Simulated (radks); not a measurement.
Coulomb parameter of the 3d shell of the zinc ion Zn2+ in the model configuration [Ar] 3d9 4s1, as a second difference U = [E(n + 1) + E(n - 1) - 2 E(n)] / (1)^2 with all orbitals relaxed. "Bare": the charge of the atom changes with n. "Screened": the 4s shell takes up the change at fixed total charge, which measures U(3d,3d) + U(4s,4s) - 2 U(3d,4s). Calculated with a radial shooting solver on a logarithmic mesh with Libxc functionals: scalar-relativistic Kohn-Sham, PBEsol, spin-unpolarised, spherical densities, finite nucleus; Fermi nuclear charge, rms radius 3.9283 fm.

case         configuration  E - E(n) (eV)
start         [Ar] 3d9 4s1          0.000
bare +1      [Ar] 3d10 4s1        -28.598
bare -1       [Ar] 3d8 4s1         48.323
screened +1      [Ar] 3d10        -10.249
screened -1   [Ar] 3d8 4s2         15.324

U(bare) = 19.725 eV, U(screened by 4s) = 5.075 eV, against the Slater integral F0(3d,3d) = 30.390 eV with frozen orbitals.
